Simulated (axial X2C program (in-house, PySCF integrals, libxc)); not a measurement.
**HfN: properties at the nuclei**

Calculated with an in-house all-electron X2C program for linear molecules (integrals from PySCF): two-component X2C with atomic mean-field Coulomb and Gaunt terms, Gaussian nuclei, basis Hf dyall-cv3z, N dyall-av3z with contracted cores.

R = 1.705 Å (near the PBE0 minimum at charge 0 of the determinant lowest at the starting distance; the state shown can have its own minimum elsewhere).

Input and command:
```json
{"zs": [72, 7], "q": 0, "bas": ["dyall-cv3z", "dyall-av3z"], "r0": 1.88, "levels": ["PBE0", "HF", "BP86", "PBE", "LDA"], "nst": 3}
```
```bash
python soeom.py task.json out
```

Keys: zs atomic numbers; q charge; bas basis sets; r0 starting distance in Å; levels methods; nst determinants followed.

Determinant lowest in the PBE0 search, Ω = 1/2 (⟨Sz⟩ = 0.50, ⟨Lz⟩ = 0.00 at PBE0), spin on the atoms Hf 0.56, N -0.06:

```tsv
level	Eeff magnitude (GV/cm)	Ws magnitude Hf (kHz)	A∥/gI Hf (MHz)	qzz Hf (a.u.)	A∥/gI N (MHz)	qzz N (a.u.)	μ (D)
PBE0	33.5	60.7	10100	-7.26	38.1	-0.52	-5.49
HF	55.3	102	7820	-5.73	-121	-0.44	-5.76
BP86	28.4	51.2	9720	-8.13	47	-0.45	-4.91
PBE	28.6	51.5	9560	-8.09	44.4	-0.45	-4.94
LDA	29	52.6	10300	-8.38	47.2	-0.48	-5.01
```

Eeff is the effective electric field on the electron electric dipole moment in this Ω state and Ws the scalar–pseudoscalar constant of the nucleus named (defined with the proton number Z and per Ω); A∥ (defined per Ω) follows by multiplying with gI = μI/(I μN); qzz is the electric field gradient, eQq0 = 234.96 MHz × Q/barn × qzz; μ is positive if the N end (last atom) is positive. The operators were transformed with the bare-nucleus X2C matrices; with these basis sets, hyperfine constants and field gradients can be off by tens of per cent, and where levels differ in sign neither size nor sign is settled.

(1) With gI(177Hf) = 0.2267, Q(177Hf) = 3.365 barn, Q(14N) = 0.02044 barn (g factors from the IAEA table of nuclear moments by Stone; Q from Pyykkö, Mol. Phys. 2018), turn the PBE0 values of the first state into constants in MHz.

Each state is one determinant with collinear spin. Unrestricted Hartree–Fock can overshoot spin polarisation at the nuclei. The search compared states at one distance, so a state with another bond length can lie lower. Further determinants of the search, some of them spin-mixed, are not shown. Where a field gradient or hyperfine factor spreads by more than a factor of two over the levels, a constant derived from it is not to be relied on.

Results:

(1) A∥(177Hf) = 10100 × 0.2267 = 2290 MHz; eQq0(177Hf) = 234.96 × (3.365) × (-7.26) = -5740 MHz; eQq0(14N) = 234.96 × (0.02044) × (-0.52) = -2.5 MHz.
